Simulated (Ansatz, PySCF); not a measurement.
CH7FO2Si2, SMILES O([Si@H](OC)F)[SiH3]. Atoms are numbered in the order given.

```xyz
13

C      2.2403     0.5976    -1.0412
O      1.9061     0.5630     0.3338
Si     0.4935     0.0215     0.9564
F      0.3862    -1.5899     0.7899
O     -0.7829     0.6513     0.1373
Si    -2.2007     0.2711    -0.6515
H      1.4544     1.0969    -1.6349
H      2.3938    -0.4197    -1.4416
H      3.1773     1.1620    -1.1563
H      0.4695     0.3630     2.3853
H     -3.0742    -0.5657     0.2215
H     -2.8956     1.5450    -0.9812
H     -1.9025    -0.4737    -1.9095
```
Charge 0, spin multiplicity 1.

The structure is a stationary point at r2SCAN-D4/def2-SVP. The structure was generated by enumeration; whether it is a known compound was not checked. One conformer was computed; it need not be the lowest.

Two levels are set side by side: PBE-D3(BJ)/def2-SVP (Ansatz, a quantum-chemistry and plane-wave program) and r2SCAN-D4/def2-SVP (Ansatz). Each level has its own optimised geometry; the coordinates shown are those of the second. Frequencies come from the Hessian of PySCF at each geometry. Differences are taken from unrounded values.

```
quantity                            r2SCAN-D4
----------------------------------  ---------
mean bond length (Å)                    1.436
bond C1–O2 (Å)                          1.415
bond O2–Si3 (Å)                         1.636
bond Si3–F4 (Å)                         1.623
bond Si3–O5 (Å)                         1.642
bond O5–Si6 (Å)                         1.666
bond C1–H7 (Å)                          1.104
bond C1–H8 (Å)                          1.104
bond C1–H9 (Å)                          1.100
bond Si3–H10 (Å)                        1.469
bond Si6–H11 (Å)                        1.492
bond Si6–H12 (Å)                        1.488
bond Si6–H13 (Å)                        1.492
highest harmonic wavenumber (cm⁻¹)       3136
mean harmonic wavenumber (cm⁻¹)          1128
zero-point energy (kcal/mol)            53.23
```

Question: What does PBE-D3(BJ) give, and how far is it from r2SCAN-D4? (Estimate from the structure and the level; the computed values follow.)

Answer: 
```
quantity                            PBE-D3(BJ)  PBE-D3(BJ) minus r2SCAN-D4
----------------------------------  ----------  --------------------------
mean bond length (Å)                     1.447                       0.011
bond C1–O2 (Å)                           1.420                       0.004
bond O2–Si3 (Å)                          1.651                       0.015
bond Si3–F4 (Å)                          1.638                       0.014
bond Si3–O5 (Å)                          1.657                       0.015
bond O5–Si6 (Å)                          1.682                       0.016
bond C1–H7 (Å)                           1.113                       0.008
bond C1–H8 (Å)                           1.112                       0.008
bond C1–H9 (Å)                           1.108                       0.009
bond Si3–H10 (Å)                         1.481                       0.012
bond Si6–H11 (Å)                         1.503                       0.011
bond Si6–H12 (Å)                         1.500                       0.011
bond Si6–H13 (Å)                         1.504                       0.012
highest harmonic wavenumber (cm⁻¹)        3055                         -82
mean harmonic wavenumber (cm⁻¹)           1095                         -33
zero-point energy (kcal/mol)             51.67                       -1.56
```
